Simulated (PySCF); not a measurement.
Steps of a relaxation of [TaH6]−

[TaH6]− (singlet; a saddle point, relaxed within its symmetry). PySCF 2.14.0, RKS PBE0, Ta def2-SVP with ECP60, H def2-SVP; non-relativistic Hamiltonian with scalar-relativistic core potentials where named; density fitting; no spin-orbit coupling. Origin of the start: template. Columns: position (Å) and force (eV/Å). Energies are counted from the last step; some of the 5 steps are shown. Forces carry noise of the integration grid, about 0.01 to 0.03 eV/Å.

Run from Python with OMP_NUM_THREADS=2. Where DIIS fails, smearing, a level shift and second-order steps follow.
It took 5 s on 2 threads of Arm Neoverse V1, on a shared host, from the converged density of the start.

```xyz
7
step 0  E = 0.144 eV
Ta    0.0000    0.0000    0.0000    -0.01    0.00    0.00
H     1.3824    0.0000    1.2144     0.13    0.00   -0.36
H    -0.6912    1.1972    1.2144    -0.06    0.11   -0.36
H    -0.6912   -1.1972    1.2144    -0.06   -0.11   -0.36
H     1.3824    0.0000   -1.2144     0.13    0.00    0.36
H    -0.6912    1.1972   -1.2144    -0.06    0.11    0.36
H    -0.6912   -1.1972   -1.2144    -0.06   -0.11    0.36
```

```xyz
7
step 1  E = 0.060 eV
Ta    0.0000    0.0000    0.0000    -0.01    0.00    0.00
H     1.4081    0.0000    1.1765     0.08    0.00   -0.24
H    -0.7040    1.2194    1.1765    -0.04    0.07   -0.24
H    -0.7040   -1.2194    1.1765    -0.04   -0.07   -0.24
H     1.4081    0.0000   -1.1765     0.08    0.00    0.24
H    -0.7040    1.2194   -1.1765    -0.04    0.07    0.24
H    -0.7040   -1.2194   -1.1765    -0.04   -0.07    0.24
```

```xyz
7
step 3  E = 0.000 eV
Ta    0.0000    0.0000    0.0000     0.00    0.00    0.00
H     1.4524    0.0000    1.1071    -0.01    0.00   -0.01
H    -0.7262    1.2578    1.1071     0.01   -0.01   -0.01
H    -0.7262   -1.2578    1.1071     0.01    0.01   -0.01
H     1.4524    0.0000   -1.1071    -0.01    0.00    0.01
H    -0.7262    1.2578   -1.1071     0.01   -0.01    0.01
H    -0.7262   -1.2578   -1.1071     0.01    0.01    0.01
```

Where does the relaxation end?

It converges at step 4 in D3h:
```xyz
7
step 4  E = 0
Ta    0.0000    0.0000    0.0000
H     1.4520    0.0000    1.1068
H    -0.7260    1.2575    1.1068
H    -0.7260   -1.2574    1.1068
H     1.4520    0.0000   -1.1068
H    -0.7260    1.2575   -1.1068
H    -0.7260   -1.2574   -1.1068
```

How did the contacts change?


```tsv
contact	start (Å)	end (Å)
Ta1–H2 (H)	1.840	1.826
Ta1–H3 (H)	1.840	1.826
Ta1–H4 (H)	1.840	1.826
Ta1–H5 (H)	1.840	1.826
Ta1–H6 (H)	1.840	1.826
Ta1–H7 (H)	1.840	1.826
```
